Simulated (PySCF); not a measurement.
Basis and Hamiltonian dependence of the excitation energy of B

B [He] 2s2 2p1 (2P) → B [He] 2s2 3s1 (2S). Calculated with PySCF 2.14 from differences of total energies of unrestricted determinants, without spin-orbit coupling. Values in eV.

| basis | Hamiltonian | functions | UHF | r2SCAN | PBE0 | MP2 (valence) | CCSD(T) (valence) | CCSD(T) (valence and next inner shell) |
| --- | --- | --- | --- | --- | --- | --- | --- | --- |
| aug-cc-pVDZ-DK | spin-free X2C | 23 | 5.103 | 5.573 | 5.364 | 5.069 | 4.913 | n/a |
| aug-cc-pwCVDZ | non-relativistic | 27 | 5.083 | 5.547 | 5.328 | 5.053 | 4.901 | 4.914 |
| dyall-av2z | non-relativistic | 42 | 5.077 | 5.552 | 5.332 | 5.056 | 4.913 | n/a |
| aug-cc-pVTZ | non-relativistic | 46 | 5.040 | 5.539 | 5.311 | 5.110 | 4.975 | n/a |
| aug-cc-pVTZ-DK | spin-free X2C | 46 | 5.037 | 5.537 | 5.309 | 5.107 | 4.972 | n/a |
| aug-cc-pwCVTZ | non-relativistic | 59 | 5.039 | 5.538 | 5.311 | 5.109 | 4.975 | 5.006 |
| aug-cc-pCVTZ-DK | spin-free X2C | 59 | 5.036 | 5.536 | 5.309 | 5.104 | 4.971 | 4.989 |
| dyall-av3z | non-relativistic | 71 | 4.980 | 5.514 | 5.280 | 5.057 | 4.928 | n/a |
| dyall-av3z | spin-free X2C | 71 | 4.977 | 5.511 | 5.277 | 5.054 | 4.925 | n/a |
| x2c-QZVPPall with one added diffuse shell each of s, p, d, f type | spin-free X2C | 73 | 5.015 | 5.532 | 5.297 | 5.110 | 4.971 | 4.998 |
| aug-cc-pCVTZ-DK with one added diffuse shell each of s, p, d, f type | spin-free X2C | 75 | 4.918 | 5.481 | 5.251 | 5.016 | 4.893 | 4.912 |
| dyall-acv3z | spin-free X2C | 76 | 4.977 | 5.511 | 5.277 | 5.054 | 4.926 | 4.943 |
| aug-cc-pVQZ-DK | spin-free X2C | 80 | 5.002 | 5.530 | 5.292 | 5.097 | 4.959 | n/a |
| aug-cc-pCVQZ-DK | spin-free X2C | 109 | 5.002 | 5.528 | 5.291 | 5.099 | n/a | n/a |

Frozen in the all-electron rows: valence: 1s2; valence and next inner shell: nothing.

Reference for a calculation without spin-orbit coupling: 4.963 eV (measured, between term centres; NIST).
